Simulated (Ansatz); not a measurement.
Relaxation of ClGaH3O (6 atoms, charge 0, multiplicity 2), to a largest force component of 0.03 eV/Å in at most 50 steps.

The calculation used UKS PBE/def2-SVP in Ansatz.

```xyz
6
Properties=species:S:1:pos:R:3:forces:R:3
Ga -0.136 -0.397 -0.351 -0.03 -0.02 -0.13
H -0.007 -0.039 2.396 -0.12 -0.33 -1.77
O 1.382 -0.235 -1.350 0.00 -0.04 0.03
H 2.155 -0.645 -0.911 -0.02 0.04 0.00
Cl -1.973 0.275 -1.357 0.04 0.00 0.04
H 0.039 0.090 3.107 0.12 0.35 1.84
```

Where does it end, and by what steps?

The forces met the threshold. After 4 steps the energy has fallen by 0.054 eV; H6 moved furthest, 0.24 Å.

| step | energy less start (eV) | largest force component (eV/Å) | accepted |
| --- | --- | --- | --- |
| 0 | 0.0000 | 1.838 | yes |
| 1 | -0.0512 | 0.281 | yes |
| 2 | -0.0534 | 0.123 | yes |
| 3 | -0.0519 | 0.170 | no |
| 4 | -0.0540 | 0.020 | yes |

```xyz
6
Properties=species:S:1:pos:R:3
Ga -0.145 -0.429 -0.490
H -0.031 -0.055 2.604
O 1.386 -0.270 -1.464
H 2.164 -0.615 -0.982
Cl -1.966 0.286 -1.480
H 0.053 0.130 3.347
```

The run took 9.7 s on 2 threads of Arm Neoverse V2 (shared host), peak memory 0.16 GiB.
